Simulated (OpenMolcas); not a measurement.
## Predicting a hybrid from its neighbours: CH4ClGa

CH4ClGa has 7 atoms, charge 0, and is taken as a singlet. As SMILES, `[CH3][GaH][Cl]`. The shape is that of a PBE0-D4/def2-TZVP optimisation.

The vertical energy of the triplet above the singlet y, in eV, basis def2-SVP; a is the functional's share of exact exchange. Programs: OpenMolcas 26.06.

```
functional     program     a  y (eV)
       PBE  OpenMolcas     0    4.68
    r2SCAN  OpenMolcas     0    4.80
     B3LYP  OpenMolcas   0.2    5.01
      PBE0  OpenMolcas  0.25       ?
     BHLYP  OpenMolcas   0.5    5.45
```

Question: Fit y = c + s·a to the known rows and predict PBE0.

Answer: 
1. Means of the 4 rows: a = 0.1750, y = 4.985.
2. Σ(Δa)² = 0.1675, Σ(Δa·Δy) = 0.2375, so the slope is 0.2375/0.1675 = 1.4179.
3. Intercept: 4.985 − (1.4179) × 0.1750 = 4.737. The largest residual of the fit is 0.063.
4. PBE0: 4.737 + (1.4179) × 0.25 = 5.09 eV.

The run gave 5.06 eV, so the prediction is off by +0.03 eV, within the largest residual. The rows mix families of semi-local functionals, which the line can't see.
